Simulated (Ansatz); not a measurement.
Two members of one family (Sn nanocrystals, cubic, H-capped), computed with Ansatz in the gas phase; def2 core potentials for Sn, no spin–orbit coupling. Binding counts from free atoms in the multiplicity of their measured ground term, without zero-point energy. Sets without diffuse functions give affinities that are too small. A dash marks a value that wasn't run or was left out as unsound. The structures are stationary points that may keep the symmetry of their start.

First: Sn29H36 (singlet, charge 0, PBE-D4/def2-SVP geometry).

```xyz
65

Sn   -1.622    1.316    5.048
Sn    2.849    1.105    4.530
Sn    0.162   -1.867    2.125
Sn    0.552    4.614    2.874
Sn   -2.684   -4.755   -0.203
Sn   -4.484   -1.723    2.603
Sn   -2.201    1.730    0.430
Sn   -4.983   -1.249   -1.853
Sn    2.118   -4.977   -0.762
Sn    4.788   -2.147    1.516
Sn    2.388    1.519   -0.105
Sn    4.291   -1.681   -2.938
Sn   -0.348   -1.383   -2.448
Sn   -2.654    2.292   -4.191
Sn    1.819    2.087   -4.707
Sn    0.008    5.120   -1.909
Sn   -2.230   -3.376    2.217
Sn    2.367   -3.586    1.680
Sn    0.508   -0.470    4.561
Sn   -1.833    3.106    2.876
Sn    2.725    2.891    2.349
Sn    0.000    0.000    0.000
Sn   -2.739   -2.894   -2.324
Sn   -4.578    0.196    0.537
Sn   -2.352    3.586   -1.702
Sn    1.858   -3.108   -2.862
Sn    4.576   -0.223   -0.539
Sn    2.208    3.381   -2.230
Sn   -0.508    0.497   -4.558
H    -1.265    2.228    6.486
H    -3.112    0.469    5.320
H     2.919    2.032    6.002
H     4.279    0.125    4.465
H     0.770    5.316    4.451
H     0.483    5.917    1.730
H    -1.492   -5.987   -0.470
H    -4.235   -5.540   -0.116
H    -4.465   -0.971    4.168
H    -5.917   -2.707    2.512
H    -6.383   -2.266   -1.659
H    -5.291   -0.190   -3.193
H     0.784   -6.087   -0.733
H     3.565   -5.909   -1.025
H     5.197   -1.412    3.033
H     6.067   -3.255    1.107
H     5.599   -2.824   -3.050
H     4.378   -0.646   -4.329
H    -4.186    1.484   -4.306
H    -2.598    3.489   -5.453
H     3.205    1.143   -5.155
H     1.592    3.294   -5.939
H     0.214    6.158   -0.535
H    -0.109    6.131   -3.322
H    -2.116   -4.522    3.528
H     2.456   -4.729    2.995
H     0.602   -1.630    5.861
H    -3.194    4.170    3.127
H     4.198    3.822    2.269
H    -2.943   -3.739   -3.837
H    -5.924    1.275    0.801
H    -3.712    4.644   -1.425
H     1.630   -3.953   -4.372
H     6.040    0.725   -0.603
H     3.683    4.311   -2.285
H    -0.721   -0.366   -6.061
```

```tsv
level	HOMO (eV)	LUMO (eV)	gap (eV)	vertical EA (eV)	binding per atom (eV)
PBE-D4/def2-SVP	-5.75	-3.11	2.63	2.08	2.50
r2SCAN-D4/def2-SVP	-5.97	-2.98	2.99	–	2.49
r2SCAN-D4/def2-mTZVP	-6.05	-3.07	2.98	–	2.46
PBE0-D4/def2-SVP	-6.55	-2.45	4.11	1.76	2.50
```

Second: Sn30H36 (singlet, charge 0, PBE-D4/def2-SVP geometry).

```xyz
66

Sn   -1.623   -4.767   -2.697
Sn   -1.931   -4.719    2.224
Sn   -2.272   -0.809   -4.937
Sn   -3.079    3.101   -2.694
Sn   -2.736   -0.716    4.306
Sn   -3.315    3.143    1.945
Sn   -2.470   -0.820   -0.307
Sn    1.687   -2.799   -0.011
Sn    1.120    1.133   -2.447
Sn    0.886    1.191    2.160
Sn    1.350   -2.756    4.641
Sn    5.176   -0.689    2.320
Sn    0.293    5.119   -0.215
Sn    4.454    3.216    0.005
Sn   -3.005   -2.306   -2.656
Sn   -3.281   -2.251    1.997
Sn    1.137   -4.406   -2.270
Sn    0.842   -4.218    2.284
Sn   -3.851    1.651   -0.396
Sn   -3.680    1.630   -5.026
Sn    0.486   -0.233   -4.839
Sn   -0.303    3.580   -2.506
Sn   -4.148    1.724    4.236
Sn    0.050   -0.261    4.442
Sn   -0.534    3.639    2.045
Sn    0.314   -0.327   -0.160
Sn    4.477   -2.405    0.199
Sn    3.869    1.787   -2.355
Sn    3.671    1.698    2.252
Sn    3.059    5.664   -0.071
H    -1.886   -5.543   -4.232
H    -2.249   -5.823   -1.469
H    -2.410   -5.496    3.706
H    -2.352   -5.785    0.919
H    -2.618   -1.749   -6.367
H    -3.922    4.630   -2.711
H    -3.215   -1.640    5.708
H    -4.151    4.672    1.840
H     0.709   -3.623    6.007
H     3.055   -2.557    4.903
H     4.916   -1.516    3.825
H     6.870   -0.299    2.230
H    -0.611    6.611   -0.279
H     6.172    3.514    0.091
H    -4.721   -2.622   -2.731
H    -5.002   -2.524    1.892
H     1.906   -5.952   -2.054
H     1.842   -3.677   -3.681
H     1.708   -5.732    2.340
H    -5.560    1.304   -0.474
H    -5.390    1.337   -5.128
H    -3.228    2.533   -6.441
H     0.915    0.792   -6.179
H     1.430   -1.685   -4.982
H     0.216    4.457   -3.926
H    -5.862    1.432    4.180
H    -3.829    2.651    5.673
H     0.396    0.702    5.858
H    -0.164    4.539    3.496
H     5.080   -1.744   -1.290
H     5.244   -3.952    0.419
H     4.842    0.352   -2.469
H     4.240    2.772   -3.741
H     4.014    2.624    3.692
H     3.562    6.604   -1.445
H     3.411    6.601    1.351
```

**Question.** What does the change do? Estimate second minus first.

**Answer.** 
| level | Δ HOMO (eV) | Δ LUMO (eV) | Δ gap (eV) | Δ vertical EA (eV) | Δ binding per atom (eV) |
| --- | --- | --- | --- | --- | --- |
| PBE-D4/def2-SVP | 0.05 | 0.03 | -0.02 | -0.01 | 0.01 |
| r2SCAN-D4/def2-SVP | 0.05 | 0.03 | -0.02 | – | 0.01 |
| r2SCAN-D4/def2-mTZVP | 0.05 | 0.03 | -0.03 | – | 0.01 |
| PBE0-D4/def2-SVP | 0.06 | 0.03 | -0.02 | -0.02 | 0.01 |
